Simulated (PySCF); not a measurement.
# Level sweep

Species: C2H7AlFN.
Structure used (PBE0-D3(BJ)/def2-SVP), in Å, numbered top down from 1:
```xyz
12
C2H7AlFN angstrom
C     -0.882   -1.105   -0.049
N      0.062   -0.017    0.002
C     -0.553    1.286   -0.049
Al     1.811   -0.275    0.122
F      2.776    1.085    0.162
H     -1.481   -1.090   -0.981
H     -0.366   -2.078   -0.005
H     -1.598   -1.072    0.796
H     -1.141    1.428   -0.978
H     -1.246    1.448    0.800
H      0.210    2.078   -0.013
H      2.446   -1.713    0.187
```

PySCF, dipoles from the SCF density, polarisabilities from static response with core orbitals frozen. Geometry: PBE0-D3(BJ)/def2-SVP; no solvent, vibrations or thermal averaging.

The anisotropy is √(½[(α1 − α2)² + (α2 − α3)² + (α3 − α1)²]).

```json
{"level": "LDA/def2-SVPD", "μ (D)": "2.157", "α (Å³)": "9.72", "anisotropy (Å³)": "3.06"}
{"level": "PBE/def2-SVPD", "μ (D)": "2.059", "α (Å³)": "9.56", "anisotropy (Å³)": "2.94"}
{"level": "B3LYP/def2-SVPD", "μ (D)": "2.045", "α (Å³)": "9.07", "anisotropy (Å³)": "2.60"}
{"level": "PBE0/def2-SVPD", "μ (D)": "2.044", "α (Å³)": "8.97", "anisotropy (Å³)": "2.51"}
{"level": "BHandHLYP/def2-SVPD", "μ (D)": "2.038", "α (Å³)": "8.52", "anisotropy (Å³)": "2.23"}
{"level": "CAM-B3LYP/def2-SVPD", "μ (D)": "2.050", "α (Å³)": "8.83", "anisotropy (Å³)": "2.39"}
{"level": "wB97X-D/def2-SVPD", "μ (D)": "2.029", "α (Å³)": "8.82", "anisotropy (Å³)": "2.32"}
{"level": "LC-wPBE/def2-SVPD", "μ (D)": "2.019", "α (Å³)": "8.56", "anisotropy (Å³)": "2.15"}
{"level": "HF/def2-SVPD", "μ (D)": "1.992", "α (Å³)": "7.97", "anisotropy (Å³)": "1.79"}
{"level": "PBE0/6-31G*", "μ (D)": "1.902", "α (Å³)": "7.52", "anisotropy (Å³)": "2.70"}
{"level": "PBE0/6-31+G*", "μ (D)": "2.076", "α (Å³)": "8.26", "anisotropy (Å³)": "2.60"}
{"level": "PBE0/def2-SVP", "μ (D)": "1.960", "α (Å³)": "7.69", "anisotropy (Å³)": "2.66"}
{"level": "PBE0/aug-cc-pVDZ", "μ (D)": "2.009", "α (Å³)": "9.18", "anisotropy (Å³)": "2.66"}
{"level": "PBE0/def2-TZVP", "μ (D)": "1.930", "α (Å³)": "8.65", "anisotropy (Å³)": "2.52"}
{"level": "PBE0/def2-TZVPD", "μ (D)": "1.957", "α (Å³)": "9.14", "anisotropy (Å³)": "2.53"}
```

The dipole runs from 1.90 D (PBE0/6-31G*) to 2.16 D (LDA/def2-SVPD). No reference polarisability is at hand; against PBE0 in the largest diffuse basis at hand (def2-TZVPD) the other PBE0 rows deviate by 6-31G* -18%, 6-31+G* -10%, def2-SVP -16%, def2-SVPD -2%, aug-cc-pVDZ 0%, def2-TZVP -5%. In one basis (def2-SVPD) the functionals order the polarisability from HF (lowest) to LDA (highest), a spread of 22%. With PBE0 the polarisability is 7.95 Å³ without diffuse functions (mean of 6-31G*, def2-SVP and def2-TZVP) and 8.89 Å³ with them (mean of 6-31+G*, def2-SVPD, aug-cc-pVDZ and def2-TZVPD).

Without π bonds the low states are Rydberg-like; a valence basis with one diffuse set may place them up to an eV too high.
